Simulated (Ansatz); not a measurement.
Total energies of (CdTe)2 ring (Cd2Te2) from Ansatz at r2SCAN-D4/def2-TZVP, gas phase (1 Eh = 27.2114 eV = 2625.5 kJ/mol). The reference geometry is relaxed at r2SCAN-D4/def2-SVP.

Cartesian coordinates in Å:
```
Cd -0.945 0.593 0.885
Te 0.008 1.948 -1.297
Cd 0.945 -0.593 -0.885
Te -0.008 -1.948 1.297
```

```json
{"state": "charge 0 singlet", "geometry": "reference", "energy (Eh)": "-872.02902"}
{"state": "charge 1 doublet", "geometry": "reference", "energy (Eh)": "-871.75510"}
{"state": "free Cd atom (singlet)", "geometry": "–", "energy (Eh)": "-167.83561"}
{"state": "free Te atom (triplet)", "geometry": "–", "energy (Eh)": "-268.08831"}
```

In the def2 sets Cd, Te take a core potential; there is no spin–orbit coupling.

**Question.** Work out the vertical ionisation energy to the doublet.

**Answer.** E(charge 1 doublet) − E(charge 0 singlet) = -871.75510 − (-872.02902) = 0.27392 Eh = 7.45 eV. For comparison, −ε of the highest occupied level is 5.25 eV at this level, 2.20 eV less.

**Question.** What is the binding energy per atom against free atoms?

**Answer.** Atoms: 2 × (-167.83561) + 2 × (-268.08831) = -871.84784 Eh. Binding: -871.84784 − (-872.02902) = 0.18118 Eh = 4.93 eV, or 1.23 eV for each of 4 atoms (no zero-point energy, no counterpoise term).
